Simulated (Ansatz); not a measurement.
C3H10OSi, SMILES `C[SiH](C)CO`, relaxed with RKS PBE-D4/def2-SVP in Ansatz from a rough embedded geometry. The force threshold is 0.03 eV/Å; the program also tests the step.

Total charge 0; spin multiplicity 1.

Start:

```xyz
15

C    -1.702   -0.280   -0.099
Si    0.094   -0.452    0.257
C     0.899   -1.227   -1.199
C     0.950    1.195    0.606
O     0.380    1.982    1.716
H    -2.197   -1.218   -0.230
H    -1.890    0.384   -0.910
H    -2.183    0.180    0.833
H     0.265   -1.381    1.456
H     1.983   -1.416   -1.023
H     0.791   -0.652   -2.100
H     0.494   -2.259   -1.409
H     1.920    1.112    0.828
H     0.763    1.857   -0.257
H    -0.567    2.175    1.529
```

(1) By how much does the energy fall, and how many steps does the optimiser take? (An estimate is asked.)

(2) Which bonds change most? (An estimate is asked.)

(3) Give the relaxed structure. (An estimate is asked.)

Results:

(1) Ansatz gave: 59.77 kJ/mol, in 5 steps.

(2) The calculation gave: C4–H13 from 0.999 to 1.112 Å; Si2–C3 from 1.836 to 1.893 Å; C1–Si2 from 1.839 to 1.896 Å; C1–H7 from 1.065 to 1.110 Å.

(3) The calculation gave: 
```xyz
15

C    -1.731   -0.224   -0.015
Si    0.128   -0.469    0.265
C     0.940   -1.281   -1.241
C     0.904    1.247    0.622
O     0.266    1.911    1.716
H    -2.245   -1.197   -0.154
H    -1.926    0.393   -0.916
H    -2.207    0.274    0.855
H     0.317   -1.338    1.482
H     2.028   -1.424   -1.083
H     0.806   -0.660   -2.151
H     0.495   -2.277   -1.442
H     1.970    1.120    0.908
H     0.917    1.872   -0.308
H    -0.663    2.054    1.462
```
